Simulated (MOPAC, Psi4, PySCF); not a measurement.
Torsional profile of SMILES FB(F)B(F)F (B2F4). Scanned: dihedral F1–B2–B4–F5; all other coordinates were relaxed at GFN2-xTB. Points at φ and −φ are mirror images. Heavy atoms are numbered in the order of the SMILES FB(F)B(F)F, hydrogens after them in the order of the atoms that carry them; the mirror image has the same energies with the sign of each dihedral reversed.

- RKS-B3LYP/6-311+G** = PySCF with restricted B3LYP/6-311+G**, spherical d, density fitting // GFN2-xTB
- RMP2/6-31G* = restricted MP2 (frozen core)/6-31G*, spherical d // GFN2-xTB run with PySCF
- PM6, restricted, heats of formation // GFN2-xTB (MOPAC)
- MP2/cc-pVTZ = DF-MP2 (frozen core)/cc-pVTZ // GFN2-xTB (Psi4)

Energies relative to the lowest point of each profile, in mEh; the last columns give the difference from MP2:

| φ / ° | RKS-B3LYP/6-311+G** | RMP2/6-31G* | PM6 | MP2/cc-pVTZ | RKS-B3LYP/6-311+G** − MP2/cc-pVTZ | RMP2/6-31G* − MP2/cc-pVTZ | PM6 − MP2/cc-pVTZ |
|---|---|---|---|---|---|---|---|
| -150 | 0.2 | 0.2 | 2.1 | 0.1 | 0.1 | 0.1 | 2.0 |
| -120 | 0.1 | 0.1 | 0.7 | 0.0 | 0.1 | 0.0 | 0.6 |
| -90 | 0.0 | 0.0 | 0.0 | 0.0 | 0.0 | 0.0 | 0.0 |
| -60 | 0.1 | 0.1 | 0.7 | 0.0 | 0.1 | 0.0 | 0.6 |
| -30 | 0.2 | 0.2 | 2.1 | 0.1 | 0.1 | 0.1 | 2.0 |
| 0 | 0.1 | 0.2 | 2.8 | 0.1 | 0.0 | 0.1 | 2.8 |
| 30 | 0.2 | 0.2 | 2.1 | 0.1 | 0.1 | 0.1 | 2.0 |
| 60 | 0.1 | 0.1 | 0.7 | 0.0 | 0.1 | 0.0 | 0.6 |
| 90 | 0.0 | 0.0 | 0.0 | 0.0 | 0.0 | 0.0 | 0.0 |
| 120 | 0.1 | 0.1 | 0.7 | 0.0 | 0.1 | 0.0 | 0.6 |
| 150 | 0.2 | 0.2 | 2.1 | 0.1 | 0.1 | 0.1 | 2.0 |
| 180 | 0.1 | 0.2 | 2.9 | 0.1 | 0.0 | 0.1 | 2.8 |

RKS-B3LYP/6-311+G** is furthest from MP2/cc-pVTZ at -150 (0.1 mEh, above); its mean absolute difference over the points is 0.1 mEh.

RMP2/6-31G* is furthest from MP2/cc-pVTZ at 0 (0.1 mEh, above); its mean absolute difference over the points is 0.1 mEh.

PM6 is furthest from MP2/cc-pVTZ at 180 (2.8 mEh, above); its mean absolute difference over the points is 1.3 mEh.
